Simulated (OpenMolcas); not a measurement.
A run on Co4+ with 4 ligands (fluoride) in tetrahedral coordination (Td) at 1.79 Å. Ligand basis ANO-RCC-VDZP.

```yaml
Program: OpenMolcas
Method: "SS-CASPT2, IPEA 0.25 Eh, imaginary shift 0.1 Eh (closed shells correlated: 3s 3p and the ligand valence shells)"
Basis: ANO-RCC-VTZP [6s5p3d2f1g]
Scalar_Hamiltonian: DKH2, point nucleus
Active_space: 5 electrons in 5 orbitals (3d)
State_averaging: 2S+1 = 6 even, 1 root; 2S+1 = 4 even, 24 roots; 2S+1 = 2 even, 75 roots
Spin-orbit_coupling: RASSI with atomic mean-field integrals over the reference wave functions
```

First CASPT2 step and the start of its output:

```
&CASPT2
Multistate=1 1
Frozen=9
IPEA=0.25
Imaginary=0.1
MaxIter=60
WThr=0.0 0.3 0.05
PrWF=0.5
NoMix
```

```
--- CASPT2 ---
Orbital specifications:
      -----------------------

      Symmetry species                           1
                                                 a
      Frozen orbitals                            9
      Inactive orbitals                         20
      Active orbitals                            5
      Secondary orbitals                        81
      Deleted orbitals                           0
      Number of basis functions                115
Type of calculation                        SS-CASPT2
      Fock operator                              state-specific
      IPEA shift                                 0.25
      Real shift                                 0.00
      Imaginary shift                            0.10
      The input orbitals will be transformed to quasi-canonical
Reference energy:       -1790.0041238556
      E2 (Non-variational):      -1.5800894433
      Shift correction:          -0.0555885821
      E2 (Variational):          -1.6356780254
      Total energy:           -1791.6398018810
      Residual norm:              0.0000006847
      Reference weight:           0.34303
      Contributions to the CASPT2 correlation energy
      Active & Virtual Only:         -0.0554611025
      One Inactive Excited:          -0.3076780562
      Two Inactive Excited:          -1.2169502846
::    CASPT2 Root  1     Total energy:  -1791.63980188
--- CASPT2 ---
Orbital specifications:
      -----------------------

      Symmetry species                           1
                                                 a
      Frozen orbitals                            9
      Inactive orbitals                         20
      Active orbitals                            5
      Secondary orbitals                        81
...
```

Over all roots the printed reference weights run from 0.34 to 0.67, and roots that are degenerate in the reference spread by up to 4800 cm-1.

Problem. Did the run give usable levels, and if not, why?

Solution. No. The equations converged, but the reference weight falls to 0.34 for at least one root against 0.67 for the best. A drop of that size marks an intruder state, so the energies of such roots and the levels built on them can't be trusted.
